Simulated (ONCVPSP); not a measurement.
# Pseudopotential generation for selenium: ONCV, PBE, scalar-relativistic.

ONCVPSP 4.0.1 was run on this input:

```
# ATOM AND REFERENCE CONFIGURATION
# atsym  z   nc   nv     iexc    psfile
  Se 34.00    5    3        4      upf
#
#   n    l    f
    1    0    2.00
    2    0    2.00
    2    1    6.00
    3    0    2.00
    3    1    6.00
    3    2   10.00
    4    0    2.00
    4    1    3.00
#
# PSEUDOPOTENTIAL AND OPTIMIZATION
# lmax
    2
#
#   l,   rc,      ep,       ncon, nbas, qcut
    0    1.20    0.00    3    6    4.40
    1    1.90    0.00    4    7    5.00
    2    1.20    0.00    4    9   14.80
#
# LOCAL POTENTIAL
# lloc, lpopt,  rc(5),   dvloc0
    4    5    1.15    0.00
#
# VANDERBILT-KLEINMAN-BYLANDER PROJECTORs
# l, nproj, debl
    0    1    2.50
    1    3    1.30
    2    2    2.60
#
# MODEL CORE CHARGE
# icmod, fcfact, rcfact
    0    0.00    0.00
#
# LOG DERIVATIVE ANALYSIS
# epsh1, epsh2, depsh
   -4.00    5.00    0.02
#
# OUTPUT GRID
# rlmax, drl
    6.00    0.01
#
# TEST CONFIGURATIONS
# ncnf
    4
# nvcnf
#   n    l    f
    3
    3    2   10.00
    4    0    2.00
    4    1    4.00
#
    3
    3    2   10.00
    4    0    2.00
    4    1    2.00
#
    3
    3    2   10.00
    4    0    2.00
    4    1    1.00
#
    3
    3    2   10.00
    4    0    1.00
    4    1    4.00
#
```

Command:

```bash
oncvpsp.x < Se.dat > Se.out
```

Output (shortened: citation, most of the input echo, consistency checks and plot data are left out):

```
ONCVPSP  (Optimized Norm-Conservinng Vanderbilt PSeudopotential)
scalar-relativistic version 4.0.1

#   n    l    f        energy (Ha)
    1    0    2.00    -4.5994627E+02
    2    0    2.00    -5.9451244E+01
    2    1    6.00    -5.2337514E+01
    3    0    2.00    -8.2324436E+00
    3    1    6.00    -6.0078334E+00
    3    2   10.00    -2.3376016E+00
    4    0    2.00    -9.8705246E-01
    4    1    3.00    -5.6618812E-01

Reference configufation results
  iterations    25
  all-electron total energy (Ha)   -2.42956493D+03

Begin loop to  construct optimized pseudo wave functions
and semi-local pseudopoentials for all angular momenta

Calculating optimized projector #   1

 for l=   0

    Fraction of norm inside rc  0.174606
    Optimizing pswf for qcut=   4.39 a_B^-1,  ecut=   9.62 Ha
    Residual kinetic energy error=  3.18D-03 Ha

    Energy error per electron        Cutoff
         Ha          eV             Ha
         0.01000     0.27211        7.76
         0.00100     0.02721       20.86
         0.00010     0.00272       91.71

   Wellstate for l =  1  n =  5
     eigenvalue =   0.7338
     asymptotic potential =   1.2338
     half-point radius =  3.1654

   Wellstate for l =  1  n =  6
     eigenvalue =   2.0338
     asymptotic potential =   2.5338
     half-point radius =  3.5893

Calculating optimized projector #   1

 for l=   1

    Fraction of norm inside rc  0.447239
    Optimizing pswf for qcut=   5.01 a_B^-1,  ecut=  12.54 Ha
    Residual kinetic energy error=  1.56D-04 Ha

    Energy error per electron        Cutoff
         Ha          eV             Ha
         0.01000     0.27211        3.13
         0.00100     0.02721        9.57
         0.00010     0.00272       14.55
         0.00001     0.00027       37.16

Calculating optimized projector #   2

 for l=   1

    Fraction of norm inside rc  0.198762
    Optimizing pswf for qcut=   5.01 a_B^-1,  ecut=  12.54 Ha
    Residual kinetic energy error=  3.30D-04 Ha

    Energy error per electron        Cutoff
         Ha          eV             Ha
         0.01000     0.27211        4.73
         0.00100     0.02721       10.73
         0.00010     0.00272       17.20
         0.00001     0.00027       35.77

Calculating optimized projector #   3

 for l=   1

    Fraction of norm inside rc  0.103495
    Optimizing pswf for qcut=   5.01 a_B^-1,  ecut=  12.54 Ha
    Residual kinetic energy error=  8.04D-04 Ha

    Energy error per electron        Cutoff
         Ha          eV             Ha
         0.01000     0.27211        7.69
         0.00100     0.02721       12.12
         0.00010     0.00272       39.03
         0.00001     0.00027       68.69

   Wellstate for l =  2  n =  4
     eigenvalue =   0.2624
     asymptotic potential =   0.7624
     half-point radius =  2.6387

Calculating optimized projector #   1

 for l=   2

    Fraction of norm inside rc  0.944409
    Optimizing pswf for qcut=  14.80 a_B^-1,  ecut= 109.49 Ha
    Residual kinetic energy error=  3.12D-07 Ha

    Energy error per electron        Cutoff
         Ha          eV             Ha
         0.01000     0.27211       71.90
         0.00100     0.02721       83.33
         0.00010     0.00272       92.37
         0.00001     0.00027       99.55

Calculating optimized projector #   2

 for l=   2

    Fraction of norm inside rc  0.057983
    Optimizing pswf for qcut=  14.80 a_B^-1,  ecut= 109.49 Ha
    Residual kinetic energy error=  4.17D-07 Ha

    Energy error per electron        Cutoff
         Ha          eV             Ha
         0.01000     0.27211       63.24
         0.00100     0.02721       78.23
         0.00010     0.00272       90.08
         0.00001     0.00027       98.89

Construct Vanderbilt / Kleinmman-Bylander projectors

B matrix Hermiticity error, ll=   1
   1   2    9.2576E-05
   1   3   -1.5567E-04
   2   3    7.5354E-05

  Orthonormal projector coefficients  1.1504E+01  4.6874E+00  5.8155E-01

B matrix Hermiticity error, ll=   2
   1   2    3.7426E-04

  Orthonormal projector coefficients -1.9470E+01 -5.8751E+00

Pseudoatom total energy -124.244927

Diagnostic tests using Vanderbilt-Kleinman-Bylander pseudopotentials
  1 or more projectors used as specified by nproj input data

   l    rcore       rmatch      e in        delta e   norm test  slope test

   0   1.2030194   1.2395457  -0.9870525  -0.0000988   0.9997663   1.0001198

   1   1.9068527   1.9647489  -0.5661881  -0.0000015   1.0000403   1.0000593
   1   1.9068527   1.9647489   0.7338119   0.0000007   1.0001649   1.0001649
   1   1.9068527   1.9647489   2.0338119   0.0000163   1.0002349   1.0002349

   2   1.2030194   1.2395457  -2.3376016  -0.0000081   1.0002598   1.0002821
   2   1.2030194   1.2395457   0.2623984   0.0000494   1.0002943   1.0002943

 Testing for bound ghosts
   n   l    E NL Schr. Eq   E Basis Diag.   E Cutoff

       0                       -1.090592     85.39  WARNING - GHOST(-)
   1   0       -0.987151       -0.957681     85.39

   2   1       -0.566190       -0.563787     82.89

   3   2       -2.337610       -2.337550    307.25

 Testing for highly-localized positive-energy ghosts
       l    <radius>/rc     E Basis Diag.   E Cutoff

       1        0.932165        7.576191     82.89  WARNING - GHOST(+)

Test configuration 0

   n   l     f        eae           eps        diff
   1   0  2.0000 -459.94626711
   2   0  2.0000  -59.45124352
   2   1  6.0000  -52.33751397
   3   0  2.0000   -8.23244357
   3   1  6.0000   -6.00783338
   3   2 10.0000   -2.33760164   -2.33760973   -8.09D-06
   4   0  2.0000   -0.98705246   -0.98715122   -9.88D-05
   4   1  3.0000   -0.56618812   -0.56618964   -1.52D-06

    Total energies and differences
      AE_ref= -2.42956493D+03  AE_tst= -2.42956493D+03  dif=  0.00D+00
      PS_ref= -1.24244927D+02  PS_tst= -1.24244927D+02  dif= -4.14D-12
      PSP excitation error=  4.14D-12

Test configuration 1

psatom: WARNING lschvkbb convergence error n,l,iter=   1   0  28
ea(ii),et,emin,emax -8.027942E-01 -8.830736E-01 -8.830736E-01 -8.830736E-01
run_config: WARNING for fully non-local PS atom, stg. 1
 WARNING no output for configuration 2

Test configuration 2

psatom: WARNING lschvkbb convergence error n,l,iter=   1   0  22
ea(ii),et,emin,emax -1.127904E+00 -1.135999E+00 -1.135999E+00 -1.135999E+00
run_config: WARNING for fully non-local PS atom, stg. 1
 WARNING no output for configuration 3

Test configuration 3

psatom: WARNING lschvkbb convergence error n,l,iter=   1   0  12
ea(ii),et,emin,emax -1.113969E+00 -1.129988E+00 -1.129988E+00 -1.129988E+00
run_config: WARNING for fully non-local PS atom, stg. 1
 WARNING no output for configuration 4

Test configuration 4

psatom: WARNING lschvkbb convergence error n,l,iter=   1   0  35
ea(ii),et,emin,emax -1.007655E+00 -1.008631E+00 -1.008631E+00 -1.008631E+00
run_config: WARNING for fully non-local PS atom, stg. 1
 WARNING no output for configuration 5
```

Note: ghosts flagged at negative energy: s at -29.7 eV; GHOST(+) flagged for p at 206.2 eV. A true bound ghost makes a file unfit for plane-wave use.

The run took about 4.9 s on one core of a shared server CPU.
